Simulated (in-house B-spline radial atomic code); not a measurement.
Results of a calculation; reference values are marked as such.
## Ar in an electron gas of r_s = 2.07: phase shifts, screening, friction and resistivity

A nucleus sits in a uniform electron gas with a rigid positive background. The Kohn-Sham equations are solved self-consistently in the spin-unpolarised LDA (PW92), non-relativistic, on B-splines with outgoing waves at the boundary and partial waves to l = 8. The model has no lattice, no bands and no magnetic solution. Atomic units; δ_l are the phase shifts at the Fermi level, counted so that each bound state adds π, and good to about 0.0005.

The density parameter is r_s = 2.07 bohr, near that of the valence electrons of Al (3 per atom, density 2.7 g/cm³, mass 26.98 u, which gives r_s = 2.07).

```json
{"l": "0", "δ_l (rad)": "8.0118"}
{"l": "1", "δ_l (rad)": "5.5117"}
{"l": "2", "δ_l (rad)": "0.6685"}
{"l": "3", "δ_l (rad)": "0.0439"}
{"l": "4", "δ_l (rad)": "0.0067"}
{"l": "5", "δ_l (rad)": "0.0015"}
{"l": "6", "δ_l (rad)": "0.0002"}
{"l": "7", "δ_l (rad)": "0.0002"}
{"l": "8", "δ_l (rad)": "0.0000"}
```

Bound levels below the band bottom (hartree): s -113.4, s -10.46, p -8.103, s -0.6084, p -0.1263.

Task: Check the Friedel sum rule, and say where the screening charge sits.

Result: k_F = (9π/4)^(1/3)/r_s = 0.92713. The rule is Z = (2/π) Σ (2l + 1) δ_l. The terms are s 5.100, p 10.527, d 2.128, f 0.196 and 0.052 beyond, in all 18.003 against Z = 18. Bound states hold 6 s, 12 p, 0 d electrons, so the scattering states carry 0.00 in all; where a term is smaller than its bound count, the bound level has drawn weight out of the band.

Task: Find the transport cross section and the electronic stopping of a 1 keV Ar ion (mass 39.95 u).

Result: σ_tr = (4π/k_F²) Σ (l + 1) sin²(δ_l − δ_(l+1)). The terms for l = 0 to 3 are 0.3581, 1.9660, 1.0259, 0.0055, all together 3.3556, so σ_tr = 14.619 × 3.3556 = 49.057 bohr². With n = 3/(4π r_s³) = 0.02692, the friction coefficient is Q = n k_F σ_tr = 1.2242. For v well below v_F = 0.927, dE/dx = Q v; with 24801 eV per u at v = 1, v = √(1000/(24801 × 39.95)) = 0.0318, so dE/dx = 0.03889 hartree/bohr = 20 eV/nm. The largest term couples the p and d waves.

Task: What residual resistivity would 1 atomic per cent of such centres give in Al?

Result: Δρ = k_F n_i σ_tr/n in atomic units of 21.74 μΩ·cm. With one host atom per 3 electrons, n_i/n = 0.01/3, so Δρ = 0.9271 × 0.00333 × 49.057 × 21.74 = 3.30 μΩ·cm. This is an atom added to the gas, as on an interstitial site.

Task: On a substitutional site the background of one host ion, a sphere holding 3 charges, is taken out. The phase shifts for l = 0 to 4 become 7.6849, 5.2382, 0.0728, -0.0185, -0.0057. What follows?

Result: The Friedel sum is now 15.01, for Z − 3 = 15. The sum in σ_tr is 2.0526, so σ_tr = 30.01 bohr² and Δρ = 2.02 μΩ·cm per atomic per cent, 0.61 times the value above. A real host ion scatters too, so this model doesn't give zero even for the host's own atom.
